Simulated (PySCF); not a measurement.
# Electronic structure of As³⁺ (arsenic, charge +3) at the UHF level

Configuration: [Ar] 3d10 4s2, closed-shell 1S. Calculation: PySCF 2.14, in def2-SVP; no relativity, point nucleus.

```
Total energy                                     : -2231.898158 hartree
One-electron energy                              : -3073.2650 hartree
Hartree (Coulomb) energy                         : 921.9495 hartree
Exchange energy                                  : -80.5826 hartree
Kinetic energy                                   : 2231.67897 hartree
⟨S²⟩                                             : 0.0000
⟨L²⟩                                             : 0.000
Sum of ⟨r⟩                                       : 16.80 bohr
Sum of ⟨r²⟩                                      : 16.88 bohr²
Density at the nucleus (Gaussians lack the cusp) : 23200 bohr⁻³
Langevin diamagnetic susceptibility              : -13.4 ×10⁻⁶ cm³/mol
Time after the integrals                         : 0.07 s of wall time on 1 thread of Neoverse-V1 (shared host)
```

```
shell  electrons  mean orbital energy (eV)  rms radius, mean of both spins (bohr)
   1s          2                  -11805.8                                 0.0537
   2s          2                   -1567.0                                  0.224
   2p          6                   -1399.9                                  0.198
   3s          2                   -253.37                                  0.650
   3p          6                   -194.82                                  0.671
   3d         10                   -92.318                                  0.740
   4s          2                   -47.359                                   1.94
```
